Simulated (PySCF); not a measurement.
## Electronic structure of Ba⁴³⁺ (barium, charge +43) at the UHF level

Configuration: [Ne] 3s2 3p1, 2P determinant. All numbers are calculated (PySCF 2.14, the spin-free X2C one-electron Hamiltonian (Gaussian nucleus), in an uncontracted even-tempered set (18 s from 8 bohr⁻², ratio 2.5; 12 p from 10 bohr⁻², ratio 2.5; 4 d from 42 bohr⁻², ratio 2.7; 4 f from 63 bohr⁻², ratio 2.7)).

```
Total energy                                                  : -6403.414696 hartree
One-electron energy                                           : -7033.1695 hartree
Hartree (Coulomb) energy                                      : 738.1748 hartree
Exchange energy                                               : -108.4200 hartree
⟨S²⟩                                                          : 0.7507
⟨L²⟩                                                          : 2.002
Sum of ⟨r⟩                                                    : 1.603 bohr
Sum of ⟨r²⟩                                                   : 0.3232 bohr²
Traceless quadrupole moment −½Σ⟨3z² − r²⟩ along its main axis : -0.0297 e·bohr²
```

```
shell  electrons  mean orbital energy (eV)  spread (eV)  rms radius, mean of both spins (bohr)
 1s α          1                  -40440.6            0                                 0.0292
 1s β          1                  -40435.2            0                                 0.0292
 2s α          1                   -8707.0            0                                  0.116
 2s β          1                   -8703.5            0                                  0.116
 2p α          3                   -8103.1        6.248                                  0.104
 2p β          3                   -8096.5        7.872                                  0.104
 3s α          1                   -3473.7            0                                  0.279
 3s β          1                   -3453.2            0                                  0.279
 3p α          1                   -3297.4            0                                  0.272
```

Spin-orbit coupling, absent here, splits the open shell strongly.

Densities and radii are taken from the X2C orbitals without a picture-change correction, which distorts them close to the nucleus.

Spin-orbit constants ζ (cm⁻¹) from the X2C one-electron operator on these orbitals: bare nucleus, nucleus screened by l(l+1)(2l+1)/3 electrons, and screened by the Breit-Pauli mean field of the electrons.

```tsv
shell	bare	screened nucleus	mean field
2p	2090000	2016000	1987000
3p	527400	508600	501900
```

To first order the Landé constant is A = 501900 cm⁻¹, so the lowest level has J = 1/2 and lies 62.2 eV below the centre of the term. First order in ζ underestimates the shift of the j = l − 1/2 level at high Z.
